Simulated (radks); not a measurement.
Values are calculated unless marked as measured or tabulated.
Excited configurations of Ar+: one electron is placed in a higher orbital outside [Ne] 3s2 3p4. The ground configuration is [Ne] 3s2 3p5. Level of theory: scalar-relativistic Kohn-Sham, SCAN, spin-polarised, spherical densities, finite nucleus; open shells are filled with parallel spins first; meta-GGA in the generalised Kohn-Sham scheme; Fermi nuclear charge, rms radius 3.4274 fm (a radial shooting solver on a logarithmic mesh with Libxc functionals). Excitation = E - E(ground); binding = E(ion) - E, where the ion is the core of charge +2; n* = 2/sqrt(2 binding) in atomic units, and the quantum defect is n - n*.

outer orbital  excitation (eV)  binding (eV)  eigenvalue (eV)  <r> (bohr)
4p                      19.704         8.095           -6.355       4.739
4d                      22.872         4.927           -3.678       6.976
4f                      24.396         3.403           -2.443       8.997
5d                      24.847         2.952           -2.319       12.65
5f                      25.559         2.240           -1.732       15.49
6p                      25.169         2.630           -2.132       15.49
6f                      26.216         1.583           -1.261       23.48
7f                      26.632         1.168           -0.952       32.96

The Delta-SCF ionisation energy is 27.799 eV (NIST Atomic Spectra Database: 27.630 eV, measured). Self-interaction in the functional shifts the binding energies and quantum defects, so they are the method's values and not measured ones. Open shells are spherical and high-spin; term and fine-structure splittings are not resolved.
